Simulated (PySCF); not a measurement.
pent-1-ene (C5H10), SMILES CCCC=C.

Coordinates come from a B3LYP-D3(BJ)/def2-SVP optimisation. The values are those of a single conformer.

Two levels are set side by side: PBE/def2-TZVP (PySCF) and CAM-B3LYP/def2-TZVP (PySCF). Same geometry, gas phase. Differences are taken from unrounded values.

```tsv
quantity	PBE
orbital gap (eV)	5.46
highest occupied level (eV)	-6.21
lowest empty level (eV)	-0.75
dipole moment (D)	0.45
mean polarisability (bohr³)	64.5
```

Problem. These are the PBE values. What does CAM-B3LYP give? (Estimate from the structure and the level; the computed values follow.)

Solution. 
```csv
quantity,CAM-B3LYP,PBE minus CAM-B3LYP
orbital gap (eV),10.04,-4.58
highest occupied level (eV),-8.67,2.46
lowest empty level (eV),1.37,-2.13
dipole moment (D),0.42,0.03
mean polarisability (bohr³),62.5,2.1
```

PBE's occupied levels lie high since its potential decays too fast outside the molecule; exact exchange lowers them and widens the gap. PBE's more diffuse valence density responds more strongly to a field. Differences between two approximate levels are no errors against the true value.

Rough cost on one machine, each run with all the roots and properties that it gave: CAM-B3LYP against PBE within a factor of 2.
